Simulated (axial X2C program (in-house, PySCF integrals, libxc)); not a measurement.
**Which molecule has these constants?**

Computed with an in-house all-electron X2C program for linear molecules (integrals from PySCF), spin-free (one-electron X2C) or two-component (2c: spin–orbit coupling with atomic mean-field Coulomb and Gaunt terms, which also bring small scalar terms), in Dyall basis sets with cores contracted in-house; open shells are unrestricted.

A two-component PBE0 calculation in a Dyall 3-zeta basis gave Re = 3.846 Å, ωe = 127.4 cm⁻¹, De = 1.31 eV, Ω = 1/2.

Task: Which molecule is it?
A. Sr₂⁺
B. Ca₂⁺
C. Mg₂⁺
D. Be₂⁺

Result: B. The others have Be₂⁺ 2.216 Å and 532.5 cm⁻¹ (Ω = 1/2); Sr₂⁺ 4.228 Å and 76.7 cm⁻¹ (Ω = 1/2); Mg₂⁺ 3.040 Å and 203.3 cm⁻¹ (Ω = 1/2).

Each entry is the lowest single determinant of a limited PBE0 search at one distance. De goes to single-determinant-based atoms at the same level (for ions the charge split of lowest energy) and is withheld (n/a) where an atom does not fit its ground term or J level. Main or longest-lived isotopes.
